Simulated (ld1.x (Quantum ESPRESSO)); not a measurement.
## Tc (Z = 43): one change to a TM potential, before and after

| Item | Value |
| --- | --- |
| Element | technetium |
| Generator | ld1.x (Quantum ESPRESSO) 7.5 |
| Type | norm-conserving Troullier–Martins (Kleinman–Bylander form) |
| Functional | PBEsol |
| Relativity | scalar-relativistic |
| Frozen core | [Ar] 3d10 4s2 |
| Valence charge | 13 |
| Reference configuration | 4p6 4d5 5s2 5p0 |
| Partial waves | 5s (bound): rc 2.45 bohr; 4p (bound): rc 1.20 bohr; 4d (bound): rc 1.30 bohr |
| Local potential | the d channel |
| Core correction | a·sin(br)/r model core inside 1.10 bohr |

All-electron outer shells of the reference configuration (PBEsol, scalar-relativistic, ld1.x):

```json
{"shell": "3d", "level (eV)": "-249.88", "outermost node (bohr)": "–", "outermost maximum (bohr)": "0.31"}
{"shell": "4s", "level (eV)": "-73.32", "outermost node (bohr)": "0.50", "outermost maximum (bohr)": "0.95"}
{"shell": "4p", "level (eV)": "-45.30", "outermost node (bohr)": "0.51", "outermost maximum (bohr)": "1.03"}
{"shell": "4d", "level (eV)": "-6.67", "outermost node (bohr)": "0.50", "outermost maximum (bohr)": "1.27"}
{"shell": "5s", "level (eV)": "-5.08", "outermost node (bohr)": "1.28", "outermost maximum (bohr)": "2.72"}
{"shell": "5p", "level (eV)": "-1.38", "outermost node (bohr)": "1.45", "outermost maximum (bohr)": "3.63"}
```

Change: all radii but the core radius scaled by about 1.13 (s 2.76, p 1.36, d 1.46 bohr).

Cutoffs: the cutoffs (Ry, on a coarse ladder) from which the occupation-weighted sum of valence levels, in a spherical-Bessel basis at the reference potential, stays within 10 and 1 mRy of its value at 400 Ry; they do not see the model core or the augmentation charge, which bear on the density cutoff. Errors are all-electron minus pseudo energies relative to the spin-unpolarised reference configuration.

How do hardness, ghosts and transferability respond?

The potential gets softer (100 Ry and 140 Ry → 70 Ry and 110 Ry); both files keep a bound ghost (s); of the 7 tests that both files solve, the error grows in 2 and shrinks in 1 by more than 15 % and 0.3 meV (median size 9.9 → 10.1 meV). A larger radius leaves more room for a smooth pseudo-wave, so fewer plane waves are needed.

| quantity | base | changed |
| --- | --- | --- |
| cutoff, loose | 100 Ry | 70 Ry |
| cutoff, tight | 140 Ry | 110 Ry |
| loose cutoff by channel (10 mRy a level) | s 6 Ry, p 55 Ry, d 40 Ry | s 6 Ry, p 50 Ry, d 40 Ry |
| bound ghosts | s | s |
| error for 4p6 4d5 5s1 5p0, meV [ΔE 8.20 eV] | -6.0 | -6.2 |
| error for 4p6 4d5 5s0 5p0, meV [ΔE 23.04 eV] | -38 | -39 |
| error for 4p6 4d4 5s0 5p0, meV [ΔE 51.73 eV] | +32 | +33 |
| error for 4p5 4d5 5s2 5p0, meV [ΔE 51.46 eV] | -67 | -82 |
| error for 4p6 4d5.5 5s1.5 5p0, meV [ΔE -0.62 eV] | -9.9 | -10 |
| error for 4p6 4d4 5s2 5p0, meV [ΔE 11.65 eV] | -2.2 | -6.0 |
| error for 4p6 4d5 5s1 5p1, meV [ΔE 3.80 eV] | -4.1 | -1.7 |

 A true bound ghost makes a file unfit for plane-wave use even where its test errors are small: the radial tests pick states by their node count and pass the ghost by.
